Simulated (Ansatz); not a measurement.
`[GeH3][CH]=[Se]` + H₂Se → `[GeH3][SeH]` + `C=[Se]` at 600 K and 1 bar (ligand exchange at a Ge–C bond).

Computed with Ansatz on PBE0-D4/def2-TZVP structures; ΔE is electronic, products minus reactants. CCSD(T)/CBS adds triple-zeta CCSD(T) − MP2 to the extrapolated MP2 energy (def2 sets, frozen cores). For Ge, Se outer-core shells are correlated without core-valence functions, which leaves a few kJ/mol of doubt a bond. Scalar relativity is left out up to krypton.

```json
{"species": "`[GeH3][CH]=[Se]`", "CCSD(T)/CBS energy (Eh)": "-4517.22497", "H − E (kJ/mol)": "145.9", "S (J/(mol·K))": "388.1"}
{"species": "H₂Se", "CCSD(T)/CBS energy (Eh)": "-2401.89790", "H − E (kJ/mol)": "57.0", "S (J/(mol·K))": "244.8"}
{"species": "`[GeH3][SeH]`", "CCSD(T)/CBS energy (Eh)": "-4479.23116", "H − E (kJ/mol)": "121.4", "S (J/(mol·K))": "357.3"}
{"species": "`C=[Se]`", "CCSD(T)/CBS energy (Eh)": "-2439.91603", "H − E (kJ/mol)": "87.9", "S (J/(mol·K))": "275.1"}
```

H − E and S are ideal-gas, rigid-rotor, harmonic terms from PBE0-D4/def2-TZVP. 1 Eh = 2625.50 kJ/mol, R = 8.31446 J/(mol·K).

Problem. By hand: ΔE, ΔH, ΔS and ΔG.

Solution. ΔE = (-4479.23116) + (-2439.91603) − (-4517.22497) − (-2401.89790) = -0.02432 Eh = -63.9 kJ/mol. Δ(H − E) = 121.4 + 87.9 − 145.9 − 57.0 = 6.4, so ΔH = -57.5 kJ/mol. ΔS = 357.3 + 275.1 − 388.1 − 244.8 = -0.5 J/(mol·K). ΔG = -57.5 − 600 × (-0.5)/1000 = -57.2 kJ/mol.

Problem. By hand: the equilibrium constant, and the temperature at which ΔG would vanish if ΔH and ΔS stayed fixed.

Solution. log₁₀ K = −ΔG/(RT ln 10) = 5.0. ΔG = 0 at ΔH/ΔS = 115000 K, far beyond where these terms or the molecules hold.

The number of gas molecules stays the same, so ΔS is small and ΔH decides. A doubt of 5 kJ/mol in ΔE shifts log₁₀ K by 0.4 here. These are equilibria of isolated gas molecules and say nothing of rates. Largest T1 diagnostic: 0.015 (customary marks: 0.02 for closed shells, 0.045 for open ones).
